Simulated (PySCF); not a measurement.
# Spinor energies of Zn⁺ (zinc, charge +1)

Start: [Ar] 3d10 4s1; 4s1/2 filled at m_j = +1/2. Calculated with PySCF 2.14 in x2c-SVPall-2c (5s5p3d1f, 42 functions): generalised Hartree-Fock with the X2C-1e Hamiltonian and a Gaussian nucleus; one run each with spin-orbit coupling (SO) switched off, then screened by Boettger's factors.

| spinor shell | electrons | ε, spin-free (eV) | ε, screened SO (eV) | weight of nominal j (screened SO) | rms radius, screened SO (bohr) |
| --- | --- | --- | --- | --- | --- |
| 1s1/2 | 2 | -9736.4 | -9736.3 | 1.000 | 0.0581 |
| 2s1/2 | 2 | -1242.4 | -1242.4 | 1.000 | 0.245 |
| 2p1/2 | 2 | -1074.3 | -1090.7 | 1.000 | 0.217 |
| 2p3/2 | 4 | -1074.3 | -1066.3 | 1.000 | 0.220 |
| 3s1/2 | 2 | -167.26 | -167.26 | 1.000 | 0.732 |
| 3p1/2 | 2 | -115.09 | -117.33 | 1.000 | 0.773 |
| 3p3/2 | 4 | -115.09 | -114.00 | 1.000 | 0.781 |
| 3d3/2 | 4 | -30.314 | -30.561 | 0.999 | 0.997 |
| 3d5/2 | 6 | -30.314 | -30.150 | 0.999 | 1.00 |
| 4s1/2 | 1 | -16.941 | -16.942 | 1.000 | 2.72 |

| quantity | spin-free | screened SO |
| --- | --- | --- |
| E (hartree) | -1793.66341 | -1793.70310 |
| M_J | 1/2 | 1/2 |
| ⟨J²⟩ | 0.751 | 0.751 |
| ⟨L²⟩ | 0.000 | 0.001 |
| ⟨S²⟩ | 0.751 | 0.752 |

Without spin-orbit coupling the j labels of p, d and f shells carry no meaning; the spin-free column gives the mean over the occupied spinors of each nl shell.
